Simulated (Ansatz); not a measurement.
```yaml
crystal:
  periodic: [false, false, false]
  atoms:
    - {symbol: Al, position_ang: [1.499016, 0.194824, -0.898838]}
    - {symbol: H, position_ang: [1.430276, 0.937525, -2.307817]}
    - {symbol: H, position_ang: [2.835459, -0.382961, -0.249624]}
    - {symbol: P, position_ang: [-0.282092, -1.472321, -0.754467]}
    - {symbol: Si, position_ang: [-1.358846, -1.791793, -2.696429]}
    - {symbol: Si, position_ang: [0.435466, -3.462655, -0.008676]}
    - {symbol: Al, position_ang: [-1.544846, -0.187623, 0.898718]}
    - {symbol: H, position_ang: [-2.867070, 0.398557, 0.229075]}
    - {symbol: H, position_ang: [-1.497608, -0.927683, 2.309394]}
    - {symbol: P, position_ang: [0.247303, 1.470496, 0.768461]}
    - {symbol: Si, position_ang: [-0.419671, 3.479087, 0.023950]}
    - {symbol: Si, position_ang: [1.369304, 1.767588, 2.687914]}
    - {symbol: H, position_ang: [-2.513681, -2.715634, -2.490696]}
    - {symbol: H, position_ang: [-0.421454, -2.378894, -3.700479]}
    - {symbol: H, position_ang: [-1.836986, -0.455259, -3.152132]}
    - {symbol: H, position_ang: [1.383216, -4.059148, -0.997485]}
    - {symbol: H, position_ang: [-0.724182, -4.382577, 0.189373]}
    - {symbol: H, position_ang: [1.128048, -3.213736, 1.288266]}
    - {symbol: H, position_ang: [-1.150181, 3.249044, -1.254617]}
    - {symbol: H, position_ang: [-1.319527, 4.121244, 1.027422]}
    - {symbol: H, position_ang: [0.771080, 4.349261, -0.207576]}
    - {symbol: H, position_ang: [2.556200, 2.638643, 2.442727]}
    - {symbol: H, position_ang: [0.480219, 2.406025, 3.703963]}
    - {symbol: H, position_ang: [1.800554, 0.418000, 3.149588]}
basis:
  gaussian: {orbitals: def2-TZVP, initial_orbitals: start.molden}
total_charge: 1
magnetization: {spin_polarized: true, initial_magnetization: 1}
hamiltonian: {xc: hse06, dispersion: d4}
scf: {omitted_lower_state_checks: [starts]}
output: {orbitals: {seedname: orbitals}}
```

The file start.molden holds the orbitals of an earlier run on this structure, at another level or in another basis.

```sh
$ ansatz run in.yaml --threads 4 --pin off --events-out ev --progress --plain --max-ram 6963MiB
```

Q: Does this run fit into the memory that it is given?

A: No. It has 392 basis functions, and Ansatz plans for 6.89 GiB where 6.79 GiB are given.
